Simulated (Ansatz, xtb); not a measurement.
## C5H6N2OS: which of two isomers lies lower

Structure a is `Cc1ncoc1C(N)=S`, a singlet and structure b is `CC(=O)c1nnc(C)s1`, a singlet. Both are isolated molecules in the gas phase, relaxed with PBE-D3(BJ)/def2-SVP; the shapes shown needn't be the lowest conformers.

a (Å):

```xyz
15

C     0.4000    1.1396    0.3796
C     0.4042   -0.0807   -0.4727
C     0.9385   -1.3589   -2.1064
C    -0.2960   -1.2744   -0.3204
C    -1.2469   -1.7933    0.6513
N     1.1795   -0.1721   -1.6210
N    -1.6964   -3.0518    0.4118
O     0.0581   -2.0949   -1.3844
S    -1.7458   -0.8925    1.9703
H    -0.6223    1.5606    0.4616
H     1.0874    1.8909   -0.0509
H     0.7014    0.8968    1.4185
H     1.3521   -1.8257   -3.0089
H    -2.3645   -3.4541    1.0691
H    -1.3804   -3.5862   -0.3984
```

b (Å):

```xyz
15

C    -3.1540    1.4399   -1.0931
C    -2.5020    0.6248   -0.0024
C    -1.0538    0.3198   -0.1937
C     1.2195   -0.4155   -0.0485
C     2.5662   -0.9794    0.2604
N    -0.3186    0.6993   -1.2185
N     0.9626    0.2876   -1.1411
O    -3.0853    0.2179    0.9942
S    -0.1720   -0.6187    0.9967
H    -3.0564    0.9205   -2.0678
H    -2.6278    2.4085   -1.2122
H    -4.2172    1.6020   -0.8428
H     2.5340   -2.0843    0.3474
H     2.9649   -0.5803    1.2149
H     3.2533   -0.7029   -0.5604
```

Problem. Which of the two would you expect CCSD(T)/def2-SVP + ΔMP2/def2-TZVPP electronic energies to favour?

Solution. Structure a; the calculation gives E(b) − E(a) = +10.6 kcal/mol.

Level by level:

```csv
level,geometry,E(b) − E(a) (kcal/mol),departure from the last row (kcal/mol),"job, with rough time for the two"
GFN2-xTB,GFN2-xTB,+17.3,+6.7,"optimisation, 0.14 s"
HF/STO-3G,GFN2-xTB,−8.8,−19.4,"single point, 0.5 s"
r2SCAN-D4/def2-SVP,GFN2-xTB,+17.7,+7.1,"single point, 4.6 s"
PBE-D3(BJ)/def2-SVP,PBE-D3(BJ)/def2-SVP,+15.7,+5.0,"optimisation, 21 s"
HF/def2-SVP,PBE-D3(BJ)/def2-SVP,+20.4,+9.7,part of the CCSD(T) run
MP2/def2-SVP,PBE-D3(BJ)/def2-SVP,+11.5,+0.9,part of the CCSD(T) run
CCSD(T)/def2-SVP,PBE-D3(BJ)/def2-SVP,+12.1,+1.5,single point
CCSD(T)/def2-SVP + ΔMP2/def2-TZVPP,PBE-D3(BJ)/def2-SVP,+10.6,,"single point, 2.3 min"
```

As drawn, b has 1 C–C, 1 C=O, 1 N∷N, 2 C∷S, 2 C–H in place of 2 C∷O, 1 C–N, 1 C=S, 1 C∷C, 2 N–H (∷ is an aromatic bond).

HF/STO-3G puts the two in the other order. The largest departure from CCSD(T)/def2-SVP + ΔMP2/def2-TZVPP is that of HF/STO-3G, 19.4 kcal/mol. The last row adds to CCSD(T) the change of the MP2 difference between the two basis sets, here −1.5 kcal/mol.

With thermal terms from frequencies at re-optimised GFN2-xTB minima (ideal gas, soft modes damped towards free rotors, one conformer each, 298.15 K, 1 atm): on the last row, ΔE + ΔZPE = +9.6, ΔH = +9.9, ΔG = +8.8 kcal/mol.

The correlated steps freeze 13 core orbitals. Programs: Ansatz 0.2.0, xtb 6.7.1; the last row on 4 threads of Arm Neoverse V2 on a shared host.
